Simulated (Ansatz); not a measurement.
`PB1C[SiH2]1` at its PBE0-D4/def2-TZVP geometry, where that method's forces vanish. The species carries charge 0 and has multiplicity 1.

```csv
atom,x (Å),y (Å),z (Å)
P1,-0.706,-1.458,-1.633
B2,-0.102,-0.536,-0.144
C3,1.137,0.223,0.327
Si4,-0.453,0.664,1.326
H5,0.027,-0.877,-2.695
H6,-1.960,-0.856,-1.874
H7,1.796,0.761,-0.350
H8,1.695,-0.205,1.165
H9,-1.222,1.916,1.122
H10,-0.213,0.367,2.755
```

Problem. For each bond, give half the difference of the two atoms' forces along it (eV/Å; positive pushes the atoms apart) under PBE-D4, r2SCAN-D4, B3LYP-D4, ωB97M-V in def2-TZVPP. (Estimate.)

Solution. Computed: 
| bond | length (Å) | PBE-D4 | r2SCAN-D4 | B3LYP-D4 | ωB97M-V |
| --- | --- | --- | --- | --- | --- |
| P1–B2 | 1.853 | -0.13 | -0.07 | 0.07 | 0.15 |
| P1–H5 | 1.416 | 0.20 | 0.01 | -0.04 | -0.13 |
| P1–H6 | 1.412 | 0.18 | 0.00 | -0.04 | -0.11 |
| B2–C3 | 1.526 | 0.05 | 0.05 | 0.02 | 0.01 |
| B2–Si4 | 1.930 | 0.10 | 0.07 | 0.07 | 0.01 |
| C3–Si4 | 1.929 | 0.13 | 0.06 | 0.18 | 0.07 |
| C3–H7 | 1.087 | 0.10 | 0.01 | -0.06 | -0.09 |
| C3–H8 | 1.095 | 0.11 | -0.04 | -0.09 | -0.05 |
| Si4–H9 | 1.483 | 0.05 | -0.02 | -0.11 | -0.12 |
| Si4–H10 | 1.479 | 0.07 | -0.03 | -0.09 | -0.13 |

B3LYP here is the variant with VWN-RPA as its local correlation; programs differ in this.
